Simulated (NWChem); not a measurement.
C4H4BrF; SMILES C([C@@H](F)CBr)#C

```xyz
10

C     -0.7731    -3.5701    -0.0285
C     -0.2904    -2.4733     0.1374
C      0.2652    -1.1332     0.3401
F      1.5692    -1.0892    -0.0783
C     -0.5542    -0.1107    -0.4270
Br     0.0537     1.6950    -0.0921
H     -1.1933    -4.5489    -0.1743
H      0.2466    -0.8906     1.4179
H     -0.4662    -0.2915    -1.5061
H     -1.6089    -0.1636    -0.1302
```
Atoms are numbered in this order, from 1.

Computed with NWChem. The geometry was optimised at PBE0/def2-SVP. Level: M06-2X/def2-SVP with SMD (1 M gas to 1 M solution), gas-phase geometry.

```tsv
solvent	dielectric constant	solvation free energy (kcal/mol)	cavity-dispersion-structure term (kcal/mol)	dipole in solution (D)
water	78.4	-2.9	3.7	3.53
1-octanol	9.86	-6.1	-0.2	3.45
toluene	2.37	-5.7	-2.1	3.18
tetrahydrofuran	7.43	-6.5	-0.9	3.42
ethylene glycol	40.2	-4.0	2.4	3.52
acetonitrile	35.7	-7.1	-0.7	3.52
chlorobenzene	5.70	-7.2	-1.9	3.39
```
